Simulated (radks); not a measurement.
The hafnium ion Hf4+, 68 electrons, occupied as [Xe] 4f13.75 5d0.25 (fractional occupations, a model configuration).

All-electron calculation, Dirac Kohn-Sham, B86b exchange with PBE correlation, spin-unpolarised, spherical densities, point nucleus; open shells are shared between the two j in proportion to 2j + 1. Program: a radial shooting solver on a logarithmic mesh with Libxc functionals.

Energy parts (eV):
part                       energy
total                  -410779.37
kinetic                 459619.58
electron-nucleus      -1020168.22
Hartree                 158194.91
exchange-correlation     -8425.65

Orbitals (lengths in bohr, moments of r in powers of bohr; r(90%) holds 90 % of the orbital's charge):
1s1/2: occ. 2; eigenvalue (eV) -65250.48; r(90%) 0.0345
2s1/2: occ. 2; eigenvalue (eV) -11187.85; r(90%) 0.125
2p1/2: occ. 2; eigenvalue (eV) -10686.04; r(90%) 0.110
2p3/2: occ. 4; eigenvalue (eV) -9493.897; r(90%) 0.120
3s1/2: occ. 2; eigenvalue (eV) -2582.833; r(90%) 0.306
3p1/2: occ. 2; eigenvalue (eV) -2360.611; r(90%) 0.298
3p3/2: occ. 4; eigenvalue (eV) -2105.118; r(90%) 0.318
3d3/2: occ. 4; eigenvalue (eV) -1729.494; r(90%) 0.290
3d5/2: occ. 6; eigenvalue (eV) -1673.784; r(90%) 0.296
4s1/2: occ. 2; eigenvalue (eV) -555.1549; r(90%) 0.673
4p1/2: occ. 2; eigenvalue (eV) -464.1278; r(90%) 0.691
4p3/2: occ. 4; eigenvalue (eV) -405.6432; r(90%) 0.738
4d3/2: occ. 4; eigenvalue (eV) -256.1619; r(90%) 0.793
4d5/2: occ. 6; eigenvalue (eV) -245.4452; r(90%) 0.811
4f5/2: occ. 5.89286; eigenvalue (eV) -60.9313; r(90%) 1.11
4f7/2: occ. 7.85714; eigenvalue (eV) -59.1569; r(90%) 1.13
5s1/2: occ. 2; eigenvalue (eV) -108.8706; r(90%) 1.61
5p1/2: occ. 2; eigenvalue (eV) -82.5642; r(90%) 1.79
5p3/2: occ. 4; eigenvalue (eV) -74.2758; r(90%) 1.93
5d3/2: occ. 0.1; eigenvalue (eV) -39.8065; r(90%) 2.65
5d5/2: occ. 0.15; eigenvalue (eV) -38.9661; r(90%) 2.71

The highest occupied level is 5d5/2 at -38.966 eV. Summed over all electrons, <r^2> = 29.23 bohr^2, which gives a Langevin (diamagnetic) susceptibility term of -23.2 x 10^-6 cm^3/mol.
